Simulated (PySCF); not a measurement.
This PySCF input asks for the NMR shieldings of SMILES C(=P/CSC)/[SiH3], C3H9PSSi; the geometry comes from GFN2-xTB.

```python
import basis_set_exchange as bse
import numpy as np
from pyscf import gto, dft
from pyscf.prop import nmr

atoms = """
C    -2.277484    0.114434    0.225296
S    -0.965887    1.276383   -0.241507
C    -0.362583    0.443105   -1.738160
P     0.189651   -1.336654   -1.517375
C     1.319508   -1.244919   -0.292135
Si    1.998311    0.193652    0.724465
H    -2.748161    0.510082    1.118964
H    -3.003477    0.042468   -0.579943
H    -1.838543   -0.859889    0.432466
H    -1.157767    0.475316   -2.487268
H     0.477917    1.040457   -2.094646
H     1.741567   -2.213063   -0.042945
H     3.346652   -0.234561    1.114492
H     2.103442    1.419321   -0.065596
H     1.172441    0.381859    1.916326
"""
names = dict.fromkeys(["C", "S", "P", "Si", "H"], "pcSseg-1")
basis = {el: gto.basis.parse(bse.get_basis(n, elements=[el], fmt="nwchem")) for el, n in names.items()}
mol = gto.M(atom=atoms, basis=basis, charge=0, verbose=0)
mf = dft.RKS(mol, xc="PBE0")
mf.grids.level = 2
mf.grids.alignment = dft.numint.BLKSIZE   # the property module wants whole blocks of grid points
mf.conv_tol = 1e-9
mf.kernel()

calc = nmr.RKS(mf)   # GIAO
C = mf.mo_coeff
Co = C[:, mf.mo_occ > 0]
resp = mf.gen_response(singlet=True, hermi=2)
def vind(x):   # induced exchange potential for any number of trial vectors
    d = np.einsum("pi,xij,qj->xpq", C, 2 * x.reshape(-1, C.shape[1], Co.shape[1]), Co, optimize=True)
    return np.einsum("xpq,pi,qj->xij", resp(d - d.transpose(0, 2, 1)), C, Co, optimize=True).ravel()
mo1, _ = nmr.rhf.solve_mo1(calc, with_cphf=vind)
sigma = calc.kernel(mo1)
for i, s in enumerate(sigma):   # ppm
    w = np.linalg.eigvalsh((s + s.T) / 2)
    print("%2d %-2s iso %8.1f  s11 %8.1f  s22 %8.1f  s33 %8.1f" % (i, mol.atom_pure_symbol(i), w.mean(), *w))
```

Question: What does it print?

Answer: 
```
 0 C  iso    167.6  s11    151.3  s22    166.1  s33    185.3
 1 S  iso    515.0  s11    347.2  s22    482.3  s33    715.5
 2 C  iso    147.4  s11    127.1  s22    149.9  s33    165.0
 3 P  iso   -117.9  s11   -633.3  s22    -98.1  s33    377.6
 4 C  iso    -16.9  s11   -251.4  s22     14.0  s33    186.5
 5 Si iso    436.0  s11    421.8  s22    429.8  s33    456.4
 6 H  iso     30.0  s11     25.1  s22     26.7  s33     38.3
 7 H  iso     29.7  s11     24.9  s22     27.2  s33     37.0
 8 H  iso     29.2  s11     23.2  s22     30.0  s33     34.4
 9 H  iso     28.2  s11     22.7  s22     26.8  s33     35.0
10 H  iso     28.9  s11     25.6  s22     26.4  s33     34.7
11 H  iso     21.7  s11     13.5  s22     24.2  s33     27.4
12 H  iso     27.5  s11     23.7  s22     25.7  s33     33.2
13 H  iso     27.2  s11     23.1  s22     27.9  s33     30.4
14 H  iso     26.9  s11     22.8  s22     27.0  s33     30.8
```

These numbers come from an equivalent density-fitted implementation of the same equations, which agrees with the script to about 0.01 ppm for H and up to a few tenths of a ppm for heavy atoms, so last digits may differ.

Question: Turn these shieldings into chemical shifts. Scale: TMS for ¹³C (σref 186.93) and ²⁹Si (σref 349.16) and ¹H (σref 31.72); CS2 for ³³S (σref 503.73); ³¹P (σref 318.38) vs H3PO4 (reference shieldings calculated alike).

Answer: Averaging equivalent atoms: C 4: 203.9; C 2: 39.6; C 0: 19.3; S 1: -11; P 3: 436.3; Si 5: -86.8; H 11: 10.02; H 12/13/14: 4.54; H 9/10: 3.18; H 6/7/8: 2.07 ppm. Experimental scales use liquid or dissolved standards, which lie at an offset from isolated H3PO4.

Size and cost of the density-fitted run: 168 basis functions, roughly 70 core-seconds.
